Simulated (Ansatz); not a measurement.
Te₂Pt. The state is a quintet with charge 0. Geometry PBE0-D4/def2-TZVP; atoms count from 1.

Cartesian coordinates in Å:
```
Pt -1.4263 -0.2979 -0.2926
Te 0.7965 -0.9746 0.8840
Te 0.6298 1.2726 -0.5914
```

In the def2 sets Pt, Te take a core potential; there is no spin–orbit coupling. At PBE0-D4/def2-TZVP a triplet of charge 0 lies 1.63 eV below the quintet, each at its own geometry. The structure comes from a short search, and lower isomers may exist.

(1) Estimate the Mulliken populations from the PBE0/def2-TZVP orbitals of Ansatz.

(2) Where does the spin sit?

(3) And the Mayer bond orders between heavy atoms (over 0.3)?

Results:

(1) 
```csv
atom,charge (e),spin (α − β),d electrons
Pt1,0.03,1.97,8.51
Te2,-0.02,1.02,–
Te3,-0.02,1.02,–
```
Mulliken values depend strongly on the basis.

(2) Summed by element: Pt 1.97, Te 2.03, of 4 unpaired in all. Largest on single atoms: Pt1 1.97, Te2 1.02, Te3 1.02.

(3) Pt1–Te2 0.90 (2.60 Å); Pt1–Te3 0.90 (2.60 Å); Te2–Te3 1.28 (2.69 Å).
